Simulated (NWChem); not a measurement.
Species: SnH₂O, singlet; SMILES [OH][SnH]

Computed with NWChem. Low-valent species are run as closed-shell singlets; no triplet was tried in these runs. The geometry was optimised at PBE0/def2-SVP. def2 effective core potentials on Sn; no spin-orbit coupling. B3LYP is NWChem's, with the RPA form of VWN correlation. Static field.

| level | isotropic polarisability (bohr³) | anisotropy (bohr³) |
|---|---|---|
| PBE/def2-SVPD | 50.7 | 14.7 |
| B3LYP/def2-SVPD | [?] | [?] |
| LDA (Slater exchange, VWN5)/def2-SVPD | 50.5 | 15.3 |
| LC-BLYP (range parameter 0.33 per bohr)/def2-SVPD | 48.7 | 13.1 |

Question: What belongs in the gaps?

Answer: 
- B3LYP/def2-SVPD, isotropic polarisability (bohr³): 49.2
- B3LYP/def2-SVPD, anisotropy (bohr³): 13.7
